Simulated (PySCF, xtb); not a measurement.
Ni(OH2)6 (H12NiO6), SMILES [OH2]->[Ni+2](<-[OH2])(<-[OH2])(<-[OH2])(<-[OH2])<-[OH2] (connectivity only; charge and spin as stated), charge +2, multiplicity 3.

Harmonic wavenumbers (cm⁻¹) from xtb 6.7.1 with GFN2-xTB at its own minimum, in rising order: 70, 70, 88, 92, 113, 113, 117, 117, 124, 143, 143, 155, 157, 176, 234, 269, 269, 334, 334, 338, 340, 405, 405, 415, 421, 435, 436, 506, 511, 523, 524, 533, 534, 1469, 1469, 1472, 1472, 1479, 1483, 3516, 3516, 3517, 3517, 3518, 3520, 3536, 3537, 3538, 3539, 3539, 3544.

### Question
What does PBE-D3(BJ)/def2-SVP run with PySCF give at its own minimum? (The exact figures need the calculation; the answer reports its results.)

### Answer
92, 111, 112, 113, 113, 116, 144, 144, 151, 215, 215, 262, 262, 276, 278, 278, 334, 343, 343, 374, 374, 374, 405, 405, 459, 470, 542, 551, 551, 587, 587, 592, 703, 1561, 1561, 1565, 1568, 1568, 1577, 3649, 3652, 3652, 3653, 3653, 3659, 3741, 3741, 3741, 3741, 3741, 3741. Paired by order, the mean absolute difference is 80 cm⁻¹ and the zero-point energies are 86.7 and 92.4 kcal/mol.
